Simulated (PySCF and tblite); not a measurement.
3 diastereomers of C₁₀H₁₃N₃, numbered alike:

```csv
isomer,SMILES,descriptors (one enantiomer),"sequence (m meso, r racemo)"
A,[CH3:1][C@@H:2]([C:3]#[N:4])[CH2:5][C@H:6]([C:7]#[N:8])[CH2:9][C@H:10]([CH3:11])[C:12]#[N:13],"2R, 6r, 10S",rr
B,[CH3:1][C@@H:2]([C:3]#[N:4])[CH2:5][C@@H:6]([C:7]#[N:8])[CH2:9][C@H:10]([CH3:11])[C:12]#[N:13],"2R, 6s, 10S",mm
C,[CH3:1][C@H:2]([C:3]#[N:4])[CH2:5][CH:6]([C:7]#[N:8])[CH2:9][C@H:10]([CH3:11])[C:12]#[N:13],"2S, 10S",mr
```

Each isomer is a Boltzmann average at 298.15 K over at most 7 conformers: GFN2-xTB geometries, energies PBE0/pcSseg-1 (D3(BJ) added where defined), GIAO shieldings PBE0/pcSseg-1, GFN2-xTB thermal terms. Programs: PySCF with density fitting and tblite.

Task: What shifts does each isomer give (ppm; of two unlike H on one atom, a is the less shielded)?

Result: 
A (rr): ¹H (against TMS): 3.14 (H6, 1H), 2.81 (H2/H10, 2H), 1.80 (H5a/H9a, 2H), 1.66 (H5b/H9b, 2H), 1.47 (H1/H11, 6H). ¹³C (against TMS): 126.7 (C3/C12), 126.1 (C7), 42.8 (C5/C9), 30.0 (C6), 25.0 (C2/C10), 21.3 (C1/C11). ¹⁵N (against NH3): 304.4 (N8), 302.2 (N4/N13).

B (mm): ¹H (against TMS): 3.16 (H6, 1H), 2.88 (H2/H10, 2H), 2.04 (H5a/H9a, 2H), 1.90 (H5b/H9b, 2H), 1.46 (H1/H11, 6H). ¹³C (against TMS): 127.9 (C3/C12), 126.1 (C7), 38.0 (C5/C9), 28.8 (C6), 22.2 (C2/C10), 21.3 (C1/C11). ¹⁵N (against NH3): 302.3 (N8), 299.7 (N4/N13).

C (mr): ¹H (against TMS): 3.06 (H6, 1H), 2.85 (H2, 1H), 2.84 (H10, 1H), 1.99 (H9a, 1H), 1.97 (H5a, 1H), 1.78 (H9b, 1H), 1.76 (H5b, 1H), 1.48 (H11, 3H), 1.44 (H1, 3H). ¹³C (against TMS): 128.0 (C3), 126.8 (C12), 125.5 (C7), 42.9 (C9), 41.4 (C5), 29.2 (C6), 25.4 (C10), 22.9 (C2), 21.0 (C11), 20.5 (C1). ¹⁵N (against NH3): 304.9 (N8), 301.3 (N4), 301.1 (N13).

Task: Which carbons tell the isomers apart best?

Result: C9: 42.8 in A, 38.0 in B, 42.9 in C; C5: 42.8 in A, 38.0 in B, 41.4 in C; C10: 25.0 in A, 22.2 in B, 25.4 in C ppm.

The conformer set may be incomplete (the search or the number kept was capped). Unscaled ¹⁵N shifts at such levels can be off by tens of ppm; differences between conformers or isomers are more reliable. Shifts are unscaled: against experiment ¹³C can be off by 15 ppm or more and ¹H by 0.8 ppm. The cap on conformers cut off some of the population, so the set may be incomplete.


¹⁵N shifts are against a computed isolated NH3 molecule, about 20 ppm from the liquid.